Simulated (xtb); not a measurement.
Input for xtb: GFN-FF on CH4BI (SMILES CBI), a point of a torsion scan.

```
$ xtb mol.xyz --gfnff --sp --chrg 0 --uhf 0
7

C     -0.75605122    -0.10963572    -0.04583920
B      0.57450819     0.61023372     0.34975539
I      1.37881112     2.16314795    -0.80916655
H     -1.22516481     0.25414550    -0.95774900
H     -1.48803930    -0.02629058     0.75973077
H     -0.58808681    -1.18180418    -0.16415477
H      1.15929016     0.29522038     1.31329818
```

It printed:

```
[...]
           -------------------------------------------------
          |                Calculation Setup                |
           -------------------------------------------------



          ==================== Thresholds ====================
          CN  :   150.00000
          rep :   500.00000
          disp:  2500.00000
          HB1 :   250.00000
          HB2 :   450.00000

          Pauling EN used:
          Z : 1  EN :  2.20
          Z : 5  EN :  2.04
          Z : 6  EN :  2.55
          Z :53  EN :  2.66
          electric field strengths (au): 0.000

           -------------------------------------------------
          |           Force Field Initialization            |
           -------------------------------------------------

          distances ...
          ----------------------------------------
          generating topology and atomic info file ...
          pair mat ...
          computing topology distances matrix with Floyd-Warshall algo ...
          making topology EEQ charges ...
          #fragments for EEQ constrain: 1
          ----------------------------------------
          generating topology and atomic info file ...
          pair mat ...
          computing topology distances matrix with Floyd-Warshall algo ...
          making topology EEQ charges ...
          #fragments for EEQ constrain: 1
          rings ...
          # BATM   12
          # H in HB   1
          doing iterative Hueckel for 1 subsystem(s) ...

  atom   neighbors  erfCN metchar sp-hybrid imet pi  qest     coordinates
    1  C       4    3.51   0.00         3    0    0  -0.048   -1.428730   -0.207181   -0.086624
    2  B       3    2.77   0.02         2    0    0  -0.060    1.085663    1.153175    0.660942
    3  I       1    1.02   0.00         0    0    0  -0.058    2.605575    4.087757   -1.529103
    4  H       1    0.97   0.00         0    0    0   0.038   -2.315226    0.480265   -1.809883
    5  H       1    0.97   0.00         0    0    0   0.038   -2.811987   -0.049682    1.435683
    6  H       1    0.97   0.00         0    0    0   0.038   -1.111323   -2.233286   -0.310208
    7  H       1    0.96   0.01         0    0    0   0.051    2.190741    0.557886    2.481774

          #atoms :   7
          #bonds :   6
          #angl  :   9
          #tors  :   6
          #nmol  :   1
          #optfrag :   1
           -------------------------------------------------
          |                   G F N - F F                   |
          |          A general generic force-field          |
          |                  Version 1.0.3                  |
           -------------------------------------------------
          Number of HB bonds (bound hydrogen)     0
          Number of HB bonds (unbound hydrogen)   0
          Number of XB bonds                      0

 E+G (total)                   0 d,  0 h,  0 min,  0.000 sec
 distance/D3 list               ...        0 min,  0.000 sec (  0.960%)
 non bonded repulsion           ...        0 min,  0.000 sec ( 16.158%)
 dCN                            ...        0 min,  0.000 sec (  3.098%)
 EEQ energy and q               ...        0 min,  0.000 sec (  9.047%)
 D3                             ...        0 min,  0.000 sec ( 14.093%)
 EEQ gradient                   ...        0 min,  0.000 sec (  5.904%)
 bonds                          ...        0 min,  0.000 sec (  8.860%)
 bend and torsion               ...        0 min,  0.000 sec ( 13.908%)
 bonded ATM                     ...        0 min,  0.000 sec (  4.720%)
 HB/XB (incl list setup)        ...        0 min,  0.000 sec ( 16.362%)

         :::::::::::::::::::::::::::::::::::::::::::::::::::::
Note: The following floating-point exceptions are signalling: IEEE_UNDERFLOW_FLAG IEEE_DENORMAL
normal termination of xtb
         ::                     SUMMARY                     ::
         :::::::::::::::::::::::::::::::::::::::::::::::::::::
         :: total energy              -0.734910548003 Eh    ::
         :: gradient norm              0.023993046741 Eh/a0 ::
         ::.................................................::
         :: bond energy               -0.761397347194 Eh    ::
         :: angle energy               0.000881326257 Eh    ::
         :: torsion energy             0.000294214915 Eh    ::
         :: repulsion energy           0.031732242966 Eh    ::
         :: electrostat energy        -0.003738276960 Eh    ::
         :: dispersion energy         -0.002628332365 Eh    ::
         :: HB energy                  0.000000000000 Eh    ::
         :: XB energy                  0.000000000000 Eh    ::
         :: bonded atm energy         -0.000054375622 Eh    ::
         :: external energy            0.000000000000 Eh    ::
         :: add. restraining           0.000000000000 Eh    ::
         :: total charge              -0.000000000000 e     ::
         :::::::::::::::::::::::::::::::::::::::::::::::::::::

           -------------------------------------------------
          |                Property Printout                |
           -------------------------------------------------

molecular dipole:
                 x           y           z       tot (Debye)
 q only:       -0.293      -0.358       0.163       1.247

           -------------------------------------------------
          | TOTAL ENERGY               -0.734910548003 Eh   |
          | GRADIENT NORM               0.023993046741 Eh/α |
           -------------------------------------------------
########################################################################
[WARNING] Runtime exception occurred
-1- gfnff_setup: Could not read topology file.
########################################################################

------------------------------------------------------------------------
------------------------------------------------------------------------
 total:
 SCF:
```

The run finished.

Cost: very roughly 0.010 core-seconds.
